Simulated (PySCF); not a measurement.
**Working out the excitation energy of O**

O [He] 2s2 2p4 (3P) → O [He] 2s1 2p5 (3P). All numbers are calculated (PySCF 2.14, the spin-free X2C one-electron Hamiltonian (Gaussian nucleus), in x2c-TZVPPall (5s3p2d1f, 31 functions)). Frozen: nothing. Energies in hartree (1 hartree = 27.21139 eV):

```csv
part,O (lower),O (upper)
UHF,-74.867874,-74.246056
MP2 opposite-spin,-0.123100,-0.149860
MP2 same-spin,-0.036656,-0.041647
```

What does Hartree-Fock give?

(-74.246056) − (-74.867874) = 0.621818 hartree = 16.921 eV.

What do MP2 and SCS-MP2 (6/5 opposite-spin, 1/3 same-spin) give?

The opposite-spin parts differ by -0.728 eV and the same-spin parts by -0.136 eV. MP2: 16.921 + (-0.728) + (-0.136) = 16.057 eV. SCS-MP2: 16.921 + 1.2 × (-0.728) + (-0.136)/3 = 16.002 eV.

The upper state lies above the first ionisation limit, where it may autoionise and the basis confines it.
